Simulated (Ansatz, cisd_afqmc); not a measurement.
System: BNH3, charge 1, singlet. BNH3+ (SMILES B=[NH2+]).
B3LYP-D3(BJ)/def2-TZVP minimum from Ansatz (a quantum-chemistry and plane-wave program):
```xyz
5

B      0.7546     0.2085     0.0423
N     -0.5076    -0.1403    -0.0284
H      1.8793     0.5193     0.1053
H     -1.2805     0.5223     0.0551
H     -0.8187    -1.1024    -0.1727
```
Charge +1, spin multiplicity 1.

Total energies in cc-pVDZ, 10 correlated electrons, 2 frozen orbitals. UHF or UKS for unpaired electrons; spin-orbit terms are left out. Cores are frozen in correlated methods. No relativity. The Monte Carlo rows (phaseless AFQMC, CISD trial, step 0.005/hartree) carry one-sigma bars that omit the constraint's bias. Outlying blocks are dropped, and bars are widened where a walk drifts. Over all cases where full CI ran beside it in this data, AFQMC minus full CI had a median of +0.1 mEh and passed +0.4 mEh in a tenth of the cases.

```json
[
 {"method": "HF", "program": "Ansatz", "energy (Eh)": "-80.62365", "minus CCSDTQ (mEh)": "259.34"},
 {"method": "MP2", "program": "Ansatz", "energy (Eh)": "-80.85325", "minus CCSDTQ (mEh)": "29.73"},
 {"method": "CCSD", "program": "Ansatz", "energy (Eh)": "-80.87531", "minus CCSDTQ (mEh)": "7.67"},
 {"method": "CCSD(T)", "program": "Ansatz", "energy (Eh)": "-80.88197", "minus CCSDTQ (mEh)": "1.01"},
 {"method": "CCSDT(Q)", "program": "Ansatz", "energy (Eh)": "-80.88303", "minus CCSDTQ (mEh)": "-0.05"},
 {"method": "CCSDTQ", "program": "Ansatz", "energy (Eh)": "-80.88298", "minus CCSDTQ (mEh)": "0.00"},
 {"method": "AFQMC/CISD", "program": "cisd_afqmc", "energy (Eh)": "-80.8831 ± 0.0003", "minus CCSDTQ (mEh)": "-0.1 ± 0.3"}
]
```
